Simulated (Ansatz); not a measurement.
Species: SnCl, charge 0, multiplicity 2. 
Structure (B3LYP-D3(BJ)/def2-TZVP (Ansatz, a first-principles code) minimum search):
SMILES: [Cl][Sn]
```xyz
2

Sn     0.0000     0.0000    -0.6074
Cl     0.0000     0.0000     1.7863
```
Charge 0, spin multiplicity 2.

Quantity: atomisation energy (electronic, to ground-state atoms), in kJ/mol. Cores are frozen in the correlated levels unless marked. UHF or UKS for open shells. Spin-orbit coupling is left out. Frozen are the shells of the preceding noble gas and the d and f shells that filled before the atom's block. In def2 rows, elements after Kr have scalar-relativistic effective core potentials. STO-3G rows are all-electron and non-relativistic. The coupled-cluster limit lacks core correlation, which all-electron functionals hold. CBS(X,Y): correlation extrapolated as X^-3; Hartree-Fock from the larger set.

```csv
level,program,atomisation energy (kJ/mol)
B3LYP-D3(BJ)/def2-TZVPD,Ansatz + dftd3,384.6
B3LYP/def2-TZVPD,Ansatz,376.5
PBE0/def2-TZVPD,Ansatz,___
BHLYP-D3(BJ)/def2-TZVPD,Ansatz + dftd3,366.6
r2SCAN0-D4/def2-TZVPD,Ansatz + dftd4,375.6
CAM-B3LYP-D3(BJ)/def2-TZVPD,Ansatz + dftd3,___
B2PLYP-D4/def2-TZVPD,Ansatz + dftd4,378.5
SCS-MP2/STO-3G,Ansatz,423.4
SCS-MP2/def2-QZVPP,Ansatz,377.6
CCSD/def2-QZVPPD,Ansatz,360.1
"CCSD(T)/CBS(def2-TZVPPD,def2-QZVPPD)",Ansatz,___
```

### Question
Some entries are withheld; supply them.

### Answer

- PBE0/def2-TZVPD, atomisation energy (kJ/mol): 381.6
- CAM-B3LYP-D3(BJ)/def2-TZVPD, atomisation energy (kJ/mol): 378.3
- CCSD(T)/CBS(def2-TZVPPD,def2-QZVPPD), atomisation energy (kJ/mol): 381.2
